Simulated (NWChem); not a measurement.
C₃H₅FSi; SMILES C(=C=C)[SiH2]F

```xyz
10

C     -0.4052     2.7474     0.3110
C     -0.0170     1.6240    -0.2324
C      0.3731     0.4804    -0.7437
Si     0.4059    -1.0570     0.3032
F     -0.7557    -2.0873    -0.1567
H      0.3006     3.4140     0.8011
H     -1.4477     3.0564     0.2867
H      0.6838     0.4459    -1.7902
H      0.1734    -0.6781     1.7178
H      1.7030    -1.7641     0.1409
```
Atoms are numbered in this order, from 1.

All runs use the structure optimised with B3LYP/6-31G* (spherical d).

**Question.** List the 4 lowest vertical singlet excitations and the 4 lowest triplet ones from BHandHLYP/def2-SVP, full TDDFT (NWChem).

**Answer.** 
| state | energy (eV) | oscillator strength | leading excitation (squared amplitude) |
|---|---|---|---|
| S1 | 5.47 | 0.001 | HOMO → LUMO (0.94) |
| S2 | 6.59 | 0.001 | HOMO−1 → LUMO+1 (0.97) |
| S3 | 7.15 | 0.108 | HOMO−1 → LUMO (0.77) |
| S4 | 7.90 | 1.142 | HOMO → LUMO+1 (0.75) |
| T1 | 3.73 | spin-forbidden | HOMO−1 → LUMO (0.52) |
| T2 | 4.19 | spin-forbidden | HOMO → LUMO+1 (0.54) |
| T3 | 5.05 | spin-forbidden | HOMO → LUMO (0.94) |
| T4 | 6.19 | spin-forbidden | HOMO−1 → LUMO+1 (0.97) |
